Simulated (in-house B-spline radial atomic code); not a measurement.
A fraction x of an electron is removed from 4p in As, starting from [Ar] 3d10 4s2 4p3 and keeping the highest spin. All numbers are computed (scalar-relativistic (X2C) r2SCAN0, spin-polarised, spherical fractional occupations; Fermi nucleus of rms radius 4.0968 fm) with an all-electron radial atomic-structure program (B-spline basis), not measured.

Caution: exact exchange at fractional occupations of open shells leaves self-interaction of up to several eV.

```
   x  E(x) - E(0) (eV)  4p up level (eV)
   0            0.0000            -7.367
0.11            0.8530            -8.143
0.17            1.3544            -8.572
0.35            3.0144            -9.878
0.49            4.4698           -10.915
 0.5            4.5793           -10.990
0.62            5.9522           -11.894
0.68            6.6795           -12.350
0.78            7.9528           -13.117
0.88            9.3032           -13.892
   1           11.0264           -14.831
```

The exact functional would give a straight line between the two integer points. Deviations E(x) - E(0) - x[E(1) - E(0)], in eV: -0.36 at x = 0.11, -0.52 at x = 0.17, -0.845 at x = 0.35, -0.933 at x = 0.49, -0.934 at x = 0.5, -0.884 at x = 0.62, -0.818 at x = 0.68, -0.648 at x = 0.78, -0.4 at x = 0.88.

The curve lies below the straight line by up to 0.934 eV (at x = 0.5): convex, the delocalisation error, to which spherically averaged exact exchange adds.

Question: How well does Slater's transition state (minus the level at half occupation) give the ionisation energy?

Answer: It gives 10.990 eV against 11.026 eV from the two total energies; NIST lists 9.79 eV, ground level to ground level. The end point has an open shell averaged over its orbitals, so its exact exchange keeps a self-interaction and this is no true integer point.
